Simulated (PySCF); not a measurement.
**Electronic structure of Cu (copper, neutral) at the UHF level**

Configuration: [Ar] 3d10 4d1, 2D determinant (an excited configuration). Calculation: PySCF 2.14, in aug-cc-pwCVTZ-PP with ECP10MDF (8s8p7d4f3g, 122 functions); a scalar-relativistic core potential.

* Total energy: -195.929261 hartree
* One-electron energy: -353.8912 hartree
* Hartree (Coulomb) energy: 175.9404 hartree
* Exchange energy: -17.9784 hartree
* ⟨S²⟩: 0.7500
* ⟨L²⟩: 6.002
* Sum of ⟨r⟩: 21.23 bohr
* Sum of ⟨r²⟩: 49.16 bohr²
* Traceless quadrupole moment −½Σ⟨3z² − r²⟩ along its main axis: 8.79 e·bohr²
* Time after the integrals: 4.6 s of wall time on 1 thread of Neoverse-V1 (shared host)

```json
{"shell": "3s α", "electrons": "1", "mean orbital energy (eV)": "-145.25", "spread (eV)": "0", "rms radius, mean of both spins (bohr)": "0.769"}
{"shell": "3s β", "electrons": "1", "mean orbital energy (eV)": "-145.20", "spread (eV)": "0", "rms radius, mean of both spins (bohr)": "0.769"}
{"shell": "3p α", "electrons": "3", "mean orbital energy (eV)": "-96.457", "spread (eV)": "0.012", "rms radius, mean of both spins (bohr)": "0.818"}
{"shell": "3p β", "electrons": "3", "mean orbital energy (eV)": "-96.404", "spread (eV)": "0.052", "rms radius, mean of both spins (bohr)": "0.818"}
{"shell": "3d α", "electrons": "5", "mean orbital energy (eV)": "-16.453", "spread (eV)": "0.231", "rms radius, mean of both spins (bohr)": "1.14"}
{"shell": "3d β", "electrons": "5", "mean orbital energy (eV)": "-16.392", "spread (eV)": "0.062", "rms radius, mean of both spins (bohr)": "1.14"}
{"shell": "4d α", "electrons": "1", "mean orbital energy (eV)": "0.124", "spread (eV)": "0", "rms radius, mean of both spins (bohr)": "5.57"}
```

Energies and moments cover only the electrons outside the core potential. The outer electron is Rydberg-like, and this basis confines it to a smaller radius and binds it less than a complete one would. At UHF the highest occupied level has a positive energy, so only the finite basis holds that electron; for this excited configuration the basis is too tight for the outer shell.
